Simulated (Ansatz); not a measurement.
Relaxation of ClFGeH2 (5 atoms, charge 0, multiplicity 1), to a largest force component of 0.02 eV/Å in at most 40 steps.

All numbers below come from RKS PBE-D4/def2-mTZVP (Ansatz 0.2.0).

```xyz
5
Properties=species:S:1:pos:R:3
Ge 0.000 0.000 0.000
H 0.000 0.000 1.550
Cl 2.094 0.000 -0.739
F -0.791 1.371 -0.559
H -0.730 -1.265 -0.516
```

Task: Where does it end, and by what steps?

Result: It converged. After 4 steps the energy has fallen by 0.144 eV; H5 moved furthest, 0.07 Å.

```csv
step,energy less start (eV),largest force component (eV/Å),accepted
0,0.0000,2.336,yes
1,-0.0996,0.954,yes
2,-0.1412,0.248,yes
3,-0.1435,0.039,yes
4,-0.1436,0.005,yes
```

```xyz
5
Properties=species:S:1:pos:R:3
Ge 0.008 -0.057 0.033
H 0.043 0.052 1.569
Cl 2.036 -0.007 -0.714
F -0.796 1.387 -0.567
H -0.718 -1.268 -0.585
```

Whether the end is a true minimum wasn't checked by a vibrational analysis.

Run time: 15 s on 1 thread of Intel(R) Xeon(R) Platinum 8259CL CPU @ 2.50GHz (Skylake/Cascade Lake), on a shared host, peak memory 0.16 GiB.
